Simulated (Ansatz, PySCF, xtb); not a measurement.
Complex: CH4O (SMILES CO) (first 6 atoms) with H4OSi (SMILES O[SiH3]); geometry from B3LYP-D3(BJ)/def2-TZVP, rigid monomers moved along the line of their centres of mass till O2···H9 is 1.63 Å.
(charge 0, multiplicity 1):
```xyz
12

C     -0.06290     0.09152     0.18394
O     -0.99763     0.34783     1.23622
H     -0.10074    -0.95066    -0.14281
H      0.92528     0.29589     0.59031
H     -0.23886     0.75136    -0.66895
H     -1.88982     0.16803     0.92249
O     -0.11825    -0.99602     3.28045
Si     0.97627    -0.20185     4.20949
H     -0.53916    -0.50515     2.55079
H      2.06638     0.39505     3.39088
H      1.55870    -1.19590     5.13661
H      0.36332     0.89733     4.99944
```

Counterpoise-corrected where a basis set is named; no monomer relaxation. Rows marked so take none.

Rows in 3-21G, 6-311+G**, 6-31G* carry no dispersion term and start afresh at each structure (6-31G* with six Cartesian d functions). MP2/6-31G* freezes PySCF's default core.

Run with Ansatz (Gaussian orbitals); PySCF for 3-21G rows, 6-311+G** rows, 6-31G* rows; xtb for the GFN methods. 

```csv
level,interaction energy (kcal/mol)
GFN-FF,-2.80
HF/3-21G (no counterpoise),-12.76
PBE/def2-TZVPPD,-5.88
BP86/6-31G* (no counterpoise),-8.26
B3LYP/3-21G (no counterpoise),-16.54
B3LYP/6-31G*,-5.89
B3LYP/6-311+G** (no counterpoise),[?]
PBE0/def2-TZVPPD,-5.98
MP2/6-31G* (no counterpoise),[?]
```

Q: Complete the blanks.

A: 
- B3LYP/6-311+G** (no counterpoise), interaction energy (kcal/mol): -6.16
- MP2/6-31G* (no counterpoise), interaction energy (kcal/mol): -8.86

Ansatz is an electronic-structure program.
